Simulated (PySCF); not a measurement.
Species: C6H14O2Si.
Numbering: `[CH3:1][C:2]([CH3:3])([CH3:4])[CH2:5][C:6](=[O:7])[O:8][SiH3:9]` (hydrogens: H10, H11, H12 on C1; H13, H14, H15 on C3; H16, H17, H18 on C4; H19, H20 on C5; H21, H22, H23 on Si9)

Geometry (PBE0-D3(BJ)/def2-SVP, Å), atoms numbered from 1 in this order:
```xyz
23
C6H14O2Si angstrom
C     -0.4618    0.4440    0.5470
C     -0.7544   -0.8386   -0.2348
C     -2.0638   -0.6750   -1.0088
C     -0.8763   -2.0180    0.7314
C      0.3665   -1.1027   -1.2713
C      1.7380   -1.1427   -0.6632
O      2.2033   -2.0757   -0.0511
O      2.4323   -0.0085   -0.8212
Si     3.9676    0.0435   -0.0450
H     -1.2957    0.6758    1.2276
H      0.4474    0.3480    1.1609
H     -0.3227    1.3038   -0.1267
H     -2.2894   -1.5740   -1.6039
H     -2.0184    0.1847   -1.6960
H     -2.9048   -0.5102   -0.3172
H      0.0630   -2.1957    1.2743
H     -1.6723   -1.8269    1.4682
H     -1.1286   -2.9454    0.1935
H      0.3452   -0.3172   -2.0399
H      0.1861   -2.0752   -1.7538
H      4.4510    1.4108   -0.3738
H      4.8831   -0.9802   -0.6122
H      3.8034   -0.1062    1.4251
```

The closed-shell ground state was solved at several levels (PySCF, density fitting, gas phase, non-relativistic).

```json
{"level": "CAM-B3LYP/pcSseg-1", "basis functions": "230", "HOMO (eV)": "-9.53", "LUMO (eV)": "1.09", "gap (eV)": "10.62", "dipole (D)": "1.59"}
{"level": "CAM-B3LYP/def2-SVPD", "basis functions": "302", "HOMO (eV)": "-9.60", "LUMO (eV)": "0.88", "gap (eV)": "10.48", "dipole (D)": "1.70"}
```

(1) Estimate the row for PBE0/pcSseg-1, a basis of 230 functions; the other rows only guide the guess.

(2) Over all these levels, which gives the widest orbital gap and which the narrowest?

(3) How far do the dipole and the HOMO energy spread over the levels?

Answers

(1) HOMO -8.07 eV, LUMO -0.11 eV, gap 7.96 eV, dipole 1.60 D.

(2) CAM-B3LYP/pcSseg-1 (range-separated hybrid) has the widest, 10.62 eV, and PBE0/pcSseg-1 (global hybrid, 25 % exact exchange) the narrowest, 7.96 eV. The two share the basis. From the narrowest to the widest the HOMO moves by -1.46 eV and the LUMO by +1.20 eV.

(3) The dipole runs from 1.59 to 1.70 D (mean 1.63 D) and the HOMO from -9.60 to -8.07 eV.

One conformer stands for the species.
